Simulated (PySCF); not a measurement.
From one molecule to another.

First species: C3H9NO2Si.
SMILES: `CN[SiH2]OC(C)=O`

Second species: C2H12Ge2Si.
Numbering: `[CH3:1][Ge@@H:2]([GeH3:3])[CH2:4][SiH3:5]` (hydrogens: H6, H7, H8 on C1; H9 on Ge2; H10, H11, H12 on Ge3; H13, H14 on C4; H15, H16, H17 on Si5)

Levels: CAM-B3LYP/def2-SVPD for dipole moment, HOMO energy, LUMO energy, HOMO–LUMO gap, static isotropic polarisability and electronic spatial extent ⟨r²⟩ about the centre of nuclear charge; TDDFT CAM-B3LYP/def2-SVPD for lowest singlet excitation; TDA CAM-B3LYP/def2-SVPD for lowest triplet excitation (Tamm–Dancoff); ΔSCF CAM-B3LYP/def2-SVPD for vertical ionisation energy; PBE0-D3(BJ)/def2-SVP for rotational constant A and rotational constant C. Geometries: PBE0-D3(BJ)/def2-SVP. All species are isolated and taken at one optimised geometry, non-relativistic unless stated. Electronic properties by PySCF.

The conformers computed, where there is a choice (atom-mapped SMILES and torsion angles):
- `[CH3:1][NH:2][SiH2:3][O:4][C:5]([CH3:6])=[O:7]`: C1–N2–Si3–O4 73°, N2–Si3–O4–C5 180°, Si3–O4–C5–C6 179°
- `[CH3:1][Ge@@H:2]([GeH3:3])[CH2:4][SiH3:5]`: C1–Ge2–C4–Si5 -58°

```csv
property,column X,column Y
dipole moment,3.00 D,0.99 D
HOMO energy,-8.61 eV,-8.97 eV
LUMO energy,1.03 eV,0.84 eV
HOMO–LUMO gap,9.64 eV,9.81 eV
lowest singlet excitation,5.83 eV,7.06 eV
lowest triplet excitation (Tamm–Dancoff),5.33 eV,6.43 eV
static isotropic polarisability,76.8 au,118.2 au
vertical ionisation energy,9.42 eV,9.66 eV
electronic spatial extent ⟨r²⟩ about the centre of nuclear charge,1259 bohr²,1600 bohr²
rotational constant A,5.240 GHz,1.826 GHz
rotational constant C,0.944 GHz,0.738 GHz
```

**Question.** Which column belongs to which species?

**Answer.** Column X is the first species and column Y the second. The first has 16 atoms and 64 electrons, the second 17 and 102.

**Question.** How does each property change from the first species to the second?

**Answer.** dipole moment -2.01 D; HOMO energy -0.36 eV; LUMO energy -0.19 eV; HOMO–LUMO gap +0.17 eV; lowest singlet excitation +1.23 eV; lowest triplet excitation (Tamm–Dancoff) +1.10 eV; static isotropic polarisability +41.4 au; vertical ionisation energy +0.24 eV; electronic spatial extent ⟨r²⟩ about the centre of nuclear charge +341 bohr²; rotational constant A -3.414 GHz; rotational constant C -0.206 GHz.

On the first: The principal polarisabilities are 65.0, 75.1 and 90.4 au; their mean is the isotropic value. The vertical singlet–triplet gap S1 − T1 is 0.50 eV (TDDFT singlet less Tamm–Dancoff triplet; S1: HOMO−1→LUMO+1, weight 0.80; T1: HOMO−1→LUMO+1, weight 0.81).

On the second: No computed singlet falls in the visible range (750 to 380 nm, 1.65 to 3.26 eV); S1 lies 3.80 eV above its blue end. Relativistic effects, spin–orbit coupling among them, are left out although an element past zinc is present.
